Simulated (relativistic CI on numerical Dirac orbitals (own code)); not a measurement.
# Se⁷⁺: computed level list

Method of calculation: Dirac-Coulomb-Breit CI, separate exchange-only KLI orbitals for each configuration, model QED, unscaled Slater integrals (own radial code, finite nucleus).

Configurations in the expansion (outside the closed core [Ne]): 3s2 3p6 3d9, 3s2 3p5 3d10, 3s2 3p6 3d8 4s, 3s2 3p6 3d8 4p, 3s 3p6 3d10, 3s2 3p6 3d7 4s2, 3s2 3p6 3d8 4d, 3s2 3p6 3d7 4s 4p, 3s2 3p6 3d8 5s, 3s2 3p6 3d7 4p2, 3s2 3p6 3d8 4f, 3s2 3p6 3d8 5p, 3s2 3p6 3d7 4s 4d, 3s2 3p6 3d8 5d, 3s2 3p6 3d7 4p 4d, 3s2 3p6 3d8 6s, 3s2 3p6 3d8 5f, 3s2 3p6 3d8 6p, 3s2 3p6 3d8 5g, 3s2 3p6 3d8 6d, 3s2 3p6 3d7 4d2, 3s2 3p5 3d9 4s, 3s2 3p5 3d8 4s2, 3s2 3p5 3d9 4p, 3s2 3p5 3d8 4s 4p, 3s2 3p4 3d10 4s, 3s2 3p5 3d8 4p2, 3s2 3p5 3d8 4s 4d, 3s2 3p5 3d9 4d, 3s2 3p5 3d9 5s, 3s 3p6 3d9 4s, 3s2 3p5 3d9 4f, 3s2 3p5 3d9 5p, 3s2 3p5 3d9 5d, 3s 3p6 3d9 4p, 3s2 3p5 3d9 6s. Levels of other configurations are missing.

```tsv
No.	Configuration	Term	J	E (cm⁻¹)	%	Lifetime (s)	jj configuration (%)
41	3d8(1D) 4p	2F°	7/2	689149	85	7.56e-11	3d5/2^4 4p3/2 (53)
42	3d8(1D) 4p	2D°	3/2	689206	62	2.69e-11	3d3/2^2 3d5/2^6 4p1/2 (51)
43	3d8(1D) 4p	2P°	1/2	690282	87	2.71e-10	3d5/2^4 4p3/2 (45)
44	3d8(1D) 4p	2D°	5/2	691717	80	3.33e-11	3d3/2^2 3d5/2^6 4p3/2 (29)
45	3d8(1D) 4p	2P°	3/2	693297	57	8.54e-11	3d3/2^2 3d5/2^6 4p3/2 (38)
46	3d8(3P) 4p	4D°	1/2	696710	92	1.42e-10	3d3/2^2 3d5/2^6 4p1/2 (34)
47	3d8(3P) 4p	4D°	3/2	696738	74	7.27e-11	3d3/2^3 3d5/2^5 4p1/2 (72)
48	3d8(3P) 4p	4D°	5/2	697135	54	1.53e-10	3d3/2^3 3d5/2^5 4p3/2 (41)
49	3d8(1G) 4p	2H°	9/2	698137	97	3.51e-10	3d3/2^3 3d5/2^5 4p1/2 (73)
50	3d8(3P) 4p	4D°	7/2	698658	64	6.02e-11	3d5/2^4 4p3/2 (37)
51	3d8(3P) 4p	2P°	3/2	702119	82	1.55e-11	3d5/2^4 4p3/2 (34)
52	3d8(3P) 4p	2D°	5/2	703806	58	1.30e-10	3d3/2^3 3d5/2^5 4p3/2 (85)
53	3d8(1G) 4p	2F°	7/2	704215	71	6.22e-11	3d3/2^3 3d5/2^5 4p3/2 (38)
54	3d8(1G) 4p	2H°	11/2	704623	99	3.01e-10	3d3/2^3 3d5/2^5 4p3/2 (84)
55	3d8(3P) 4p	2D°	3/2	706329	85	9.60e-11	3d3/2^3 3d5/2^5 4p3/2 (43)
56	3d8(1G) 4p	2F°	5/2	707185	91	3.19e-11	3d3/2^3 3d5/2^5 4p3/2 (78)
57	3d8(3P) 4p	2P°	1/2	707702	82	1.66e-11	3d3/2^3 3d5/2^5 4p3/2 (69)
58	3d8(3P) 4p	2S°	1/2	711835	86	8.01e-11	3d3/2^3 3d5/2^5 4p3/2 (55)
59	3d8(3P) 4p	4S°	3/2	711839	96	2.01e-10	3d3/2^3 3d5/2^5 4p3/2 (55)
60	3d8(1G) 4p	2G°	7/2	718507	96	1.99e-10	3d3/2^3 3d5/2^5 4p3/2 (63)
61	3d8(1G) 4p	2G°	9/2	719562	97	2.29e-10	3d3/2^3 3d5/2^5 4p3/2 (74)
62	3d8(1S) 4p	2P°	1/2	769057	99	6.17e-11	3d3/2^2 3d5/2^6 4p1/2 (50)
63	3d8(1S) 4p	2P°	3/2	776284	98	6.35e-11	3d5/2^4 4p3/2 (50)
64	3d8(3F) 4d	4D	7/2	855327	94	6.38e-11	3d5/2^4 4d3/2 (39)
65	3d8(3F) 4d	4D	5/2	856632	68	6.10e-11	3d5/2^4 4d3/2 (73)
66	3d8(3F) 4d	4D	3/2	859648	74	6.42e-11	3d5/2^4 4d5/2 (45)
67	3d8(3F) 4d	4H	13/2	860697	100	6.08e-11	3d5/2^4 4d5/2 (85)
68	3d8(3F) 4d	4H	11/2	861240	54	5.78e-11	3d5/2^4 4d3/2 (78)
69	3d8(3F) 4d	4D	1/2	862559	93	6.48e-11	3d3/2^3 3d5/2^5 4d5/2 (59)
70	3d8(3F) 4d	4P	5/2	862599	71	6.08e-11	3d3/2^3 3d5/2^5 4d5/2 (36)
```

Energies count from the lowest computed level; ° marks odd parity; lifetimes are radiative, by E1, M1, E2 decay to levels of this space only. Percentages are summed over parent terms; the parents shown are those of the largest component, closed shells are left out there. Filled j subshells are mostly left out of the jj labels.

The mean weight of the leading LS term, summed over parents, in these 30 levels is 82 %, and that of the leading jj configuration (from the same eigenvectors) 55 %, so LS coupling describes them better.

At this charge configurations can still be misplaced by up to about 7 % of their energy.

LS names give the leading component of a level, which can be under half, so a name can repeat, a term be missing and a line seem to break the LS rules.
